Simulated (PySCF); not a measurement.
TDDFT excited states: C5H2F6

C₅H₂F₆.
SMILES with atom numbers: `[CH2:1]=[C:2]=[C:3]([C:4]([F:5])([F:6])[F:7])[C:8]([F:9])([F:10])[F:11]` (hydrogens: H12, H13 on C1)

Method used: TDDFT B3LYP/def2-SVPD, vertical, gas phase, core orbitals frozen in the response (PySCF). Isolated species at its PBE0-D3(BJ)/def2-SVP geometry, gas phase. Torsions of this conformer, `[CH2:1]=[C:2]=[C:3]([C:4]([F:5])([F:6])[F:7])[C:8]([F:9])([F:10])[F:11]`: C2–C3–C4–F5 -107°, C2–C3–C8–F9 16°.

Task: Predict the UV-vis stick spectrum at this level.

Result: 

```csv
state,E (eV),E (kJ/mol),λ (nm),f,"main configurations (H = HOMO, L = LUMO)"
S1,5.71,551,217.3,0.0000,H→L (92%)
S2,6.15,593,201.8,0.0000,H-1→L+1 (92%)
S3,7.19,694,172.5,0.035,"H-1→L (62%), H→L+1 (31%)"
S4,7.86,759,157.7,1.145,"H→L+1 (59%), H-1→L (30%)"
S5,8.00,772,154.9,0.036,H→L+2 (98%)
S6,8.15,786,152.1,0.0025,H-1→L+2 (98%)
S7,8.62,832,143.9,0.0050,H-2→L (99%)
S8,9.06,874,136.9,0.0021,H→L+3 (95%)
S9,9.13,881,135.7,0.030,H-1→L+3 (99%)
S10,9.25,893,134.0,0.0014,H-3→L (98%)
```

Triplets, Tamm–Dancoff:

```json
{"state": "T1", "E (eV)": "4.55", "λ (nm)": "272.6", "main configurations (H = HOMO, L = LUMO)": "H-1→L (54%), H→L+1 (41%)"}
{"state": "T2", "E (eV)": "4.77", "λ (nm)": "259.8", "main configurations (H = HOMO, L = LUMO)": "H→L+1 (54%), H-1→L (40%)"}
{"state": "T3", "E (eV)": "5.31", "λ (nm)": "233.3", "main configurations (H = HOMO, L = LUMO)": "H→L (91%)"}
{"state": "T4", "E (eV)": "5.81", "λ (nm)": "213.3", "main configurations (H = HOMO, L = LUMO)": "H-1→L+1 (92%)"}
```

The lowest singlet comes at 217 nm (551 kJ/mol) in the ultraviolet; it is dark (f under 0.0005); its leading configuration is HOMO→LUMO (92%). The strongest level in the table is S4 at 7.86 eV (158 nm, f = 1.145). Löwdin shares by element: HOMO carbon 80% or more (atoms not listed hold the other 20%); LUMO carbon 72% or more, hydrogen 5% or more (atoms not listed hold the other 23%). The oscillator strengths of these states sum to 1.257; summed over the whole spectrum of an exact calculation they would give the number of electrons, 86 (Thomas–Reiche–Kuhn). Weighted by f, the mean energy of these states is 7.89 eV. The listed states span 3.55 eV, and the widest gap between neighbours is 1.04 eV (S2 to S3). The window holds the lowest 10 singlets.
